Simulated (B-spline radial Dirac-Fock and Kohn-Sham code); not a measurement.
**Hf 3p3/2: cross section and angular parameters**

System: the free hafnium atom in the configuration [Xe] 4f14 5d2 6s2; threshold 2107.0 eV (tabulated edge). Model: Dirac-Hartree-Slater photoionisation with a Latter tail; cross sections with all multipoles, angular parameters from the dipole term and its interference with E2. Program: a radial atomic solver.

The run's input, task.json:

```json
{"items": [{
  "Z": 72,
  "q": 0,
  "cfg": [[1, 0, 2], [2, 0, 2], [2, 1, 6], [3, 0, 2], [3, 1, 6], [3, 2, 10], [4, 0, 2], [4, 1, 6], [4, 2, 10], [4, 3, 14], [5, 0, 2], [5, 1, 6], [5, 2, 2], [6, 0, 2]],
  "A": 180,
  "rrms": 5.347,
  "do": "xps",
  "hv": [58.4, 62.9, 87.2, 100, 110.0, 117.0, 132.0, 140.0, 213.0, 260.0, 325.0, 400, 600, 656.0, 921.0, 1000, 1020.0, 1120.0, 1253.6, 1490.0, 1990.0, 2300.0, 2984.4, 3540.0, 5070.0, 5520.0, 6490.0, 9251.7, 11300.0, 15000],
  "edges": {"K": 65351.0, "L1": 11271.0, "L2": 10739.0, "L3": 9561.0, "M1": 2601.0, "M2": 2365.0, "M3": 2107.0, "M4": 1716.0, "M5": 1662.0, "N1": 538.0, "N2": 438.2, "N3": 380.7, "N4": 220.0, "N5": 211.5, "O1": 64.2}
}]}
```

Command: `python xray2_run.py task.json out`

For linearly polarised light dσ/dΩ = σ/(4π) [1 + β P₂(cos θ) + (δ + γ cos²θ) sin θ cos φ], with θ from the polarisation vector and φ the angle between the beam and the projection of the electron momentum on the plane normal to the polarisation.

```csv
hν (eV),σ (kb),β,γ,δ
2300,129,0.789,0.268,0.167
2984.4,85.3,1.399,0.185,0.026
3540,63.1,1.537,0.017,0.012
5070,31.0,1.660,-0.017,0.012
5520,?,?,?,?
6490,18.2,1.682,0.162,0.017
9251.7,7.99,1.666,0.610,0.027
11300,4.86,1.637,0.923,0.035
15000,2.34,1.576,1.411,0.051
```

Task: Give the values at 5520 eV.

Result: σ = 25.9 kb, β = 1.671, γ = 0.030, δ = 0.014.

Values without a named source are computed, but for edge energies of neutral atoms, which are taken from tables.
